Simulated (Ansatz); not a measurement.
Cost and result for the atomization energy of `O[SiH](Cl)[SiH2]Cl` (9 atoms, 8 bonds).

Cartesian coordinates in Å:
```
O 0.0632 1.1548 1.6403
Si -0.6578 0.8292 0.2089
Cl -0.1914 2.2435 -1.2145
Si 0.1488 -1.2143 -0.6126
Cl 2.1726 -1.1579 -0.1735
H 1.0115 1.0109 1.6945
H -2.1141 0.9015 0.4525
H -0.0052 -1.3748 -2.0784
H -0.4277 -2.3929 0.0827
```

Charge 0, multiplicity 1. The structure was optimised at the PBE0-D4/def2-TZVP level. It is one conformer, not always the lowest. Program: Ansatz. All runs use 4 threads of an Arm Neoverse V2 on a shared host. Times are those of one run each, without the atoms' runs, and a repeat can differ threefold. Electronic energies, without spin–orbit coupling; frozen cores. CCSD(T)/CBS adds CCSD(T) − MP2 in def2-TZVPP to the MP2 limit, and its time is that of the two runs behind it. T1 = 0.011.

CCSD(T)/CBS is a level of theory with its own doubt, some kJ/mol a heavy atom from the limit and from the frozen cores, so smaller differences don't rank the functionals.

```tsv
level	functions	wall time
BLYP-D4/def2-TZVPP	255	2.2 s
PBE-D4/def2-TZVPP (with forces)	255	2.5 s
CCSD(T)/def2-SVP	106	3.3 s
BHLYP-D4/def2-TZVPP	255	3.8 s
CAM-B3LYP-D4/def2-TZVPP	255	3.9 s
r2SCAN-D4/def2-TZVPP (with forces)	255	5.5 s
B2PLYP/def2-TZVPP	255	5.5 s
r2SCANh-D4/def2-TZVPP	255	6 s
B97M-V/def2-TZVPP	255	11 s
ωB97M-V/def2-TZVPP (with forces)	255	13 s
MP2/def2-QZVPP	457	17 s
CCSD(T)/def2-TZVPP	255	120 s
CCSD(T)/CBS(def2)	–	2.2 min
```

Question: What atomization energy does each give, and how far from CCSD(T)/CBS? (An estimate is asked.)

Answer: The calculation gave: 
| level | atomization (kJ/mol) | difference from CCSD(T)/CBS | per bond |
| --- | --- | --- | --- |
| BLYP-D4/def2-TZVPP | 2904.1 | -59.5 | -7.4 |
| PBE-D4/def2-TZVPP (with forces) | 2958.6 | -5.0 | -0.6 |
| CCSD(T)/def2-SVP | 2681.0 | -282.6 | -35.3 |
| BHLYP-D4/def2-TZVPP | 2862.7 | -100.9 | -12.6 |
| CAM-B3LYP-D4/def2-TZVPP | 2936.3 | -27.3 | -3.4 |
| r2SCAN-D4/def2-TZVPP (with forces) | 2961.9 | -1.7 | -0.2 |
| B2PLYP/def2-TZVPP | 2892.6 | -71.0 | -8.9 |
| r2SCANh-D4/def2-TZVPP | 2943.1 | -20.5 | -2.6 |
| B97M-V/def2-TZVPP | 2974.7 | 11.1 | 1.4 |
| ωB97M-V/def2-TZVPP (with forces) | 2961.0 | -2.6 | -0.3 |
| MP2/def2-QZVPP | 2983.1 | 19.5 | 2.4 |
| CCSD(T)/def2-TZVPP | 2861.2 | -102.4 | -12.8 |
| CCSD(T)/CBS(def2) | 2963.6 | 0.0 | 0.0 |

At CCSD(T), def2-SVP lies −282.5 kJ/mol from the extrapolated value and def2-TZVPP −102.4 kJ/mol: correlation converges slowly with the basis, and small sets miss more of it in the bonded molecule than in its fragments. Leaving LDA and LC-ωPBE aside and taking each functional with its dispersion term where it has one, the values spread over 112.0 kJ/mol, from BHLYP-D4 to B97M-V. LDA lies +399.9 kJ/mol from PBE without D4, its usual overbinding. From r2SCAN to r2SCAN0 (25 % exact exchange), in def2-TZVPP and without D4, the atomization energy moves by −46.8 kJ/mol: exact exchange takes away binding that semilocal exchange gives to molecules.
